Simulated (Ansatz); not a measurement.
Consider the ligand exchange at a B–C bond: `COBCN` + H–F → `COBF` + CH₃NH₂.

Gas-phase electronic energies from Ansatz, PBE0-D4/def2-TZVP geometries. CCSD(T)/CBS adds triple-zeta CCSD(T) − MP2 to the extrapolated MP2 energy (def2 sets, frozen cores). This one scheme is used for every species. Functionals use def2-TZVPP. Each species was taken in one conformer, which may not be the lowest.

| level | ΔE (eV) |
| --- | --- |
| r2SCAN-D4 | -1.62 |
| ωB97X-V | -1.58 |
| ωB97M-V | -1.58 |
| PBE0 | -1.56 |
| SCS-MP2/def2-TZVPP | -1.59 |
| CCSD/def2-TZVPP | -1.58 |
| CCSD(T)/def2-TZVPP | -1.55 |
| SCS-MP2/def2-QZVPP | -1.57 |

Q: What does CCSD(T)/CBS give? (Best estimate.)

A: Computed: -1.51 eV. The listed levels differ from it by -0.11, -0.07, -0.07, -0.05, -0.08, -0.07, -0.04, -0.06 eV.

Largest T1 diagnostic among the species: 0.013.

In def2-TZVPP, CCSD(T) changes the Hartree–Fock value by +0.25 eV (the triples alone add +0.03 eV) and MP2 by +0.26 eV. The D4 term adds +0.07 eV with B3LYP and +0.04 eV with PBE0; it sums over pairs of atoms, weighted by their polarisabilities, and B3LYP, whose exchange is more repulsive, gets the larger term.

B3LYP here is the variant with VWN-RPA as its local correlation; programs differ in this.
